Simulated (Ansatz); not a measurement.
Start from `B/C=C/[Se][SiH3]` and change one atom or group to get `BC=C`.

Ansatz, PBE0-D4/def2-TZVP geometries, multiplicity 1. Each molecule was computed in one conformer, which needn't be the lowest.

Scalar relativity is left out up to krypton.

```tsv
property	`B/C=C/[Se][SiH3]`
HOMO–LUMO gap (ωB97M-V/def2-TZVPP) / eV	8.79
size of the dipole moment (PBE/def2-TZVPP) / D	2.39
LUMO energy (ωB97M-V/def2-TZVPP) / eV	-0.12
LUMO energy (PBE/def2-TZVPP) / eV	-2.93
HOMO–LUMO gap (PBE0/def2-TZVPP) / eV	4.87
LUMO energy (B3LYP/def2-TZVPP) / eV	-2.22
```

Problem. Give the same properties after the change, and the shifts. (Estimate.)

Solution. Computed: 
| property | `BC=C` | shift |
| --- | --- | --- |
| HOMO–LUMO gap (ωB97M-V/def2-TZVPP) / eV | 10.68 | 1.89 |
| size of the dipole moment (PBE/def2-TZVPP) / D | 1.42 | -0.97 |
| LUMO energy (ωB97M-V/def2-TZVPP) / eV | -0.06 | 0.06 |
| LUMO energy (PBE/def2-TZVPP) / eV | -3.10 | -0.17 |
| HOMO–LUMO gap (PBE0/def2-TZVPP) / eV | 6.42 | 1.55 |
| LUMO energy (B3LYP/def2-TZVPP) / eV | -2.30 | -0.08 |

Dipoles are sizes alone; their direction can turn.

B3LYP here is the variant with VWN-RPA as its local correlation; programs differ in this.

Spin–orbit coupling is left out; it splits and shifts lone-pair levels of the heavy atoms by tenths of an eV.
